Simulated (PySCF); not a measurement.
Calculation: ωB97X-D3(BJ)/def2-TZVP // PBE0-D3(BJ)/def2-TZVP run with PySCF. Isolated molecules, 0 K electronic values unless said otherwise. One relaxed conformer stands for a flexible species; it need not be the lowest. Excitations are Tamm–Dancoff values on a coarser integration grid. The basis has no diffuse functions, so Rydberg states are missing or too high.

Reference species (SMILES): `CO[SiH3]` (neutral, multiplicity 1).

```
Item                     Value
-------------------  ---------
HOMO                 -10.72 eV
T1 excitation (TDA)    7.11 eV
```

Changed species: `OC[SiH3]` (H–O–C–Si torsion 59°).

Task: Give the shifts of the HOMO and T1 excitation (TDA).

Result: the HOMO increases by 0.63 eV, to -10.09 eV; the T1 excitation (TDA) drops by 0.64 eV, to 6.47 eV.
